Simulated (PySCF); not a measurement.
## Ionisation energy of Ti³⁺ by level of theory

Ti³⁺ [Ar] 3d1 [3d3/2^1, M_J = 3/2] → Ti⁴⁺ [Ar], as a difference of total energies. Computed with PySCF 2.14 in x2c-QZVPPall-2c, with the two-component X2C-1e Hamiltonian. Correlated levels: [Ne] frozen; the 8 highest virtual spinors dropped. "Screened" scales the spin-orbit matrix elements by Boettger's factors to mimic the two-electron term; Breit and QED terms are absent.

```json
{"method": "GHF (spin-free)", "ionisation energy (eV)": "42.395"}
{"method": "GMP2 (spin-free)", "ionisation energy (eV)": "42.934"}
{"method": "GHF (screened spin-orbit)", "ionisation energy (eV)": "42.420"}
{"method": "GMP2 (screened spin-orbit)", "ionisation energy (eV)": "42.967"}
```

How much does correlation contribute at GMP2 (screened spin-orbit)?

42.967 − (42.420) = 0.547 eV, measured against GHF (screened spin-orbit).

Errors of the correlated levels include the incompleteness of this basis and the frozen core.

The determinant of Ti³⁺ mixes levels of different J (the jj label is only the starting occupation), so the difference between spin-free and spin-orbit rows is not the physical spin-orbit shift.

For comparison: 43.267 eV (measured; NIST Atomic Spectra Database, ionization energies).
